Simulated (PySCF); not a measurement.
Ga(I)2(OH) (GaHI₂O), SMILES [OH][Ga]([I])[I].

The structure is a stationary point at B3LYP-D3(BJ)/def2-SVP. The def2 effective core potentials stand for the cores of I; spin–orbit coupling is left out. The values are those of a single conformer.

Two levels are set side by side: TDDFT-PBE/def2-SVPD (PySCF) and TDDFT-CAM-B3LYP/def2-SVPD (PySCF). Vertical, same geometry. The lowest singlet is HOMO→LUMO 99 % with PBE and HOMO→LUMO 95 % with the other functional; states are paired by order. Differences are taken from unrounded values.

```json
[
 {"quantity": "lowest singlet excitation (eV)", "TDDFT-CAM-B3LYP": "4.56", "TDDFT-PBE": "3.81", "TDDFT-PBE minus TDDFT-CAM-B3LYP": "-0.75"},
 {"quantity": "lowest triplet excitation (TDA) (eV)", "TDDFT-CAM-B3LYP": "4.14", "TDDFT-PBE": "3.49", "TDDFT-PBE minus TDDFT-CAM-B3LYP": "-0.66"},
 {"quantity": "first bright state (f over 0.05) (eV)", "TDDFT-CAM-B3LYP": "6.60", "TDDFT-PBE": "5.73", "TDDFT-PBE minus TDDFT-CAM-B3LYP": "-0.87"},
 {"quantity": "its oscillator strength", "TDDFT-CAM-B3LYP": "0.62", "TDDFT-PBE": "0.22", "TDDFT-PBE minus TDDFT-CAM-B3LYP": "-0.40"}
]
```

Functionals without exact exchange tend to place singlet excitations lower, as here. Differences between two approximate levels are no errors against the true value.

Rough cost on one machine, each run with all the roots and properties that it gave: TDDFT-CAM-B3LYP against TDDFT-PBE about 6 times.
